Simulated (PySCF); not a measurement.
Molecule: `CCC1CCCCC1`, C8H16.

Geometry:
```csv
atom,x (Å),y (Å),z (Å)
C1,-2.902,0.319,0.210
C2,-1.812,-0.441,-0.530
C3,-0.411,-0.302,0.064
C4,0.573,-1.262,-0.608
C5,1.982,-1.148,-0.037
C6,2.499,0.284,-0.111
C7,1.534,1.250,0.567
C8,0.125,1.130,-0.005
H9,-3.891,0.134,-0.237
H10,-2.954,0.012,1.267
H11,-2.735,1.406,0.190
H12,-1.783,-0.116,-1.586
H13,-2.073,-1.514,-0.556
H14,-0.469,-0.583,1.135
H15,0.204,-2.297,-0.517
H16,0.598,-1.039,-1.691
H17,1.971,-1.475,1.019
H18,2.665,-1.834,-0.565
H19,2.615,0.573,-1.171
H20,3.501,0.357,0.342
H21,1.504,1.031,1.650
H22,1.896,2.287,0.473
H23,0.131,1.450,-1.064
H24,-0.553,1.820,0.522
```

Geometry PBE0-D3(BJ)/def2-SVP throughout; GIAO in PySCF, gas phase, one conformer, non-relativistic; equivalent atoms averaged; functional PBE0.

For orientation, 6-311+G(2d,p) gives these absolute shieldings σ: C4/C8 151.2, C5/C7 157.6, C6 157.5, C1 173.9, H18/H22 29.82, H20 29.87, H9/H10/H11 30.64, H19 30.41, H16/H23 30.82 ppm.

A run gave: C4/C8 160.7, C5/C7 167.3, C6 167.1, C1 181.0, H18/H22 29.87, H20 29.94, H9/H10/H11 30.54, H19 30.40, H16/H23 30.76 ppm (absolute shieldings σ).

Problem. Which basis set was used in that run?
A. pcSseg-1
B. def2-SVP
C. pcSseg-0
D. STO-3G
E. 6-31G

Solution. B. C1 tells them apart best: def2-SVP gives 181.0, pcSseg-0 gives 178.5, STO-3G gives 215.7, 6-31G gives 185.7, pcSseg-1 gives 171.0 ppm.
